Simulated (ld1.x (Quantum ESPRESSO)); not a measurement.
strontium: one change to an RRKJ potential, before and after

- Element: strontium
- Generator: ld1.x (Quantum ESPRESSO) 7.5
- Type: norm-conserving RRKJ (Kleinman–Bylander form)
- Functional: LDA (PZ)
- Relativity: scalar-relativistic
- Frozen core: [Ar] 3d10 4s2
- Valence charge: 8
- Reference configuration: 4p6 4d0 5s0.5 5p0 (charge +1.5)
- Partial waves: 4p (bound): rc 2.15 bohr; 4d (bound, empty): rc 2.90 bohr; 5s (bound): rc 3.10 bohr
- Local potential: the s channel
- Core correction: none

Change: functional Wu–Cohen.

Cutoffs: the cutoffs (Ry, on a coarse ladder) from which the occupation-weighted sum of valence levels, in a spherical-Bessel basis at the reference potential, stays within 10 and 1 mRy of its value at 400 Ry; they do not see the model core or the augmentation charge, which bear on the density cutoff. Errors are all-electron minus pseudo energies relative to the spin-unpolarised reference configuration.

Task: How do hardness, ghosts and transferability respond?

Result: The potential gets neither clearly harder nor softer (15 Ry and 30 Ry → 15 Ry and 30 Ry); the number of tests with a reliable result goes from 9 to 7; of the 7 tests that both files solve, the error grows in 4 and shrinks in 0 by more than 15 % and 0.3 meV (median size 20.6 → 38.3 meV); neither file shows a bound ghost.

```csv
quantity,base,changed
"cutoff, loose",15 Ry,15 Ry
"cutoff, tight",30 Ry,30 Ry
bound ghosts,none,none
"error for 4p6 4d0 5s2 5p0, meV [ΔE -11.01 → -10.64 eV]",+21,+38
"error for 4p6 4d0 5s1 5p0, meV [ΔE -4.95 → -4.76 eV]",+3.5,+9.5
"error for 4p6 4d0 5s0 5p0, meV [ΔE 6.23 → 6.08 eV]",+3.5,+9.6
"error for 4p6 4d0 5s1.5 5p0, meV [ΔE -8.60 → -8.29 eV]",+11,+25
"error for 4p6 4d0 5s0 5p1, meV [ΔE -1.91 → -1.86 eV]",-582,-502
"error for 4p6 4d0 5s0 5p2, meV [ΔE -6.09 → -5.94 eV]",-779,-673
"error for 4p5 4d0 5s2 5p0, meV [ΔE 17.37 → 17.66 eV]",-298,-299
s: phases at 3.34 bohr within 0.05 rad from the reference energy up to (Ry; the scan ends near 5),0.7,0.7
p: phases at 3.34 bohr within 0.05 rad from the reference energy up to (Ry; the scan ends near 5),-1.3,-1.2
d: phases at 3.34 bohr within 0.05 rad from the reference energy up to (Ry; the scan ends near 5),0.2,0.2
```
